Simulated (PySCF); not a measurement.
Basis-set dependence of population analyses: `F[C@H](Cl)[Si](F)(F)F`

CHClF4Si.
Cartesian coordinates in Å at the PBE0-D3(BJ)/def2-SVP level; atoms count from 1:
```xyz
8
CHClF4Si angstrom
F     -0.5713    1.2334   -0.5821
C     -0.7519    0.2317    0.3141
Cl     0.4206   -1.0803    0.0316
Si    -2.4816   -0.4887    0.1431
F     -2.6982   -1.6395    1.2276
F     -2.7223   -1.0853   -1.3150
F     -3.5704    0.6506    0.4076
H     -0.5516    0.6171    1.3273
```

PBE0 throughout (PySCF), one geometry, spherical d and f functions. Isolated species at its PBE0-D3(BJ)/def2-SVP geometry, gas phase. Atoms taken as equivalent share a column and are averaged.

Mulliken charges (e):

| basis | functions | F1 | C2 | Cl3 | Si4 | F5/F6/F7 | H8 |
| --- | --- | --- | --- | --- | --- | --- | --- |
| pcSseg-0 | 73 | -0.317 | -0.585 | +0.030 | +1.971 | -0.479 | +0.336 |
| 6-31G* | 108 | -0.286 | -0.131 | -0.021 | +1.328 | -0.376 | +0.239 |
| cc-pVDZ | 111 | -0.181 | 0.000 | -0.075 | +0.985 | -0.279 | +0.108 |
| def2-SVP | 111 | -0.217 | +0.009 | -0.119 | +1.152 | -0.314 | +0.117 |
| aug-cc-pVDZ | 178 | -0.415 | +0.410 | -0.121 | +2.135 | -0.631 | -0.116 |
| 6-311+G(2d,p) | 211 | -0.178 | -0.295 | +0.029 | +1.668 | -0.473 | +0.195 |
| cc-pVTZ | 232 | -0.167 | +0.086 | -0.112 | +0.841 | -0.248 | +0.096 |
| def2-TZVP | 235 | -0.165 | +0.042 | -0.091 | +0.914 | -0.278 | +0.133 |
| IGLO-III | 273 | -0.221 | -0.242 | +0.040 | +1.631 | -0.453 | +0.150 |

IAO charges (e):

```json
{"basis": "pcSseg-0", "functions": "73", "F1": "-0.232", "C2": "-0.200", "Cl3": "-0.046", "Si4": "+1.695", "F5/F6/F7": "-0.472", "H8": "+0.198"}
{"basis": "6-31G*", "functions": "108", "F1": "-0.263", "C2": "-0.148", "Cl3": "-0.059", "Si4": "+1.795", "F5/F6/F7": "-0.501", "H8": "+0.177"}
{"basis": "cc-pVDZ", "functions": "111", "F1": "-0.265", "C2": "-0.136", "Cl3": "-0.059", "Si4": "+1.767", "F5/F6/F7": "-0.496", "H8": "+0.180"}
{"basis": "def2-SVP", "functions": "111", "F1": "-0.268", "C2": "-0.140", "Cl3": "-0.053", "Si4": "+1.778", "F5/F6/F7": "-0.497", "H8": "+0.174"}
{"basis": "aug-cc-pVDZ", "functions": "178", "F1": "-0.280", "C2": "-0.134", "Cl3": "-0.054", "Si4": "+1.799", "F5/F6/F7": "-0.506", "H8": "+0.186"}
{"basis": "6-311+G(2d,p)", "functions": "211", "F1": "-0.281", "C2": "-0.148", "Cl3": "-0.050", "Si4": "+1.823", "F5/F6/F7": "-0.511", "H8": "+0.187"}
{"basis": "cc-pVTZ", "functions": "232", "F1": "-0.280", "C2": "-0.144", "Cl3": "-0.055", "Si4": "+1.827", "F5/F6/F7": "-0.511", "H8": "+0.184"}
{"basis": "def2-TZVP", "functions": "235", "F1": "-0.282", "C2": "-0.148", "Cl3": "-0.051", "Si4": "+1.840", "F5/F6/F7": "-0.514", "H8": "+0.184"}
{"basis": "IGLO-III", "functions": "273", "F1": "-0.284", "C2": "-0.150", "Cl3": "-0.047", "Si4": "+1.835", "F5/F6/F7": "-0.513", "H8": "+0.186"}
```

Some averages cover members that differ in this geometry, most widely: F5/F6/F7, Mulliken in aug-cc-pVDZ -0.641 to -0.615 e.

Which scheme is steadiest as the basis changes?

Largest range over the bases for any column: IAO 0.15 e, Mulliken 1.29 e. IAO charges move least and Mulliken charges most, counted in e.

How much do the charges still move between the two largest bases, def2-TZVP and IGLO-III?

At most, over all atoms: Mulliken 0.717 e, IAO 0.005 e.

What do the same runs give for the total energy, the frontier levels and the dipole moment?

| basis | energy (Eh) | HOMO (eV) | LUMO (eV) | μ (D) |
| --- | --- | --- | --- | --- |
| pcSseg-0 | -1185.3589 | -9.41 | -0.52 | 1.88 |
| 6-31G* | -1187.2101 | -8.96 | -0.13 | 1.48 |
| cc-pVDZ | -1187.2598 | -8.99 | -0.13 | 1.51 |
| def2-SVP | -1186.6741 | -8.96 | 0.05 | 1.51 |
| aug-cc-pVDZ | -1187.3156 | -9.17 | -0.69 | 1.52 |
| 6-311+G(2d,p) | -1187.4384 | -9.19 | -0.71 | 1.53 |
| cc-pVTZ | -1187.4726 | -9.05 | -0.31 | 1.45 |
| def2-TZVP | -1187.4983 | -9.08 | -0.35 | 1.47 |
| IGLO-III | -1187.4970 | -9.07 | -0.36 | 1.47 |

The dipole is fixed by the density alone, so its range of 0.43 D shows that the density itself changes with the basis, not only its division among atoms.
